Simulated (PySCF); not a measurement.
PBE on Si²⁺ (silicon, charge +2)

Configuration: [Ne] 3s2, closed-shell 1S. Computed with PySCF 2.14 in x2c-QZVPPall with one added diffuse shell each of s, p, d, f type (10s7p5d3f1g, 86 functions), with scalar relativity by spin-free X2C-1e.

| Quantity | Value |
| --- | --- |
| Total energy | -288.9419 hartree |
| One-electron energy | -391.0708 hartree |
| Hartree (Coulomb) energy | 122.2914 hartree |
| Exchange-correlation energy | -20.1625 hartree |
| ⟨S²⟩ | 0.0000 |
| ⟨L²⟩ | 0.000 |
| Sum of ⟨r⟩ | 8.477 bohr |
| Sum of ⟨r²⟩ | 11.71 bohr² |
| Langevin diamagnetic susceptibility | -9.27 ×10⁻⁶ cm³/mol |

```csv
shell,electrons,mean orbital energy (eV),"rms radius, mean of both spins (bohr)"
1s,2,-1807.2,0.129
2s,2,-160.74,0.620
2p,6,-116.86,0.602
3s,2,-28.532,2.09
```

Densities and radii are taken from the X2C orbitals without a picture-change correction, which distorts them close to the nucleus.
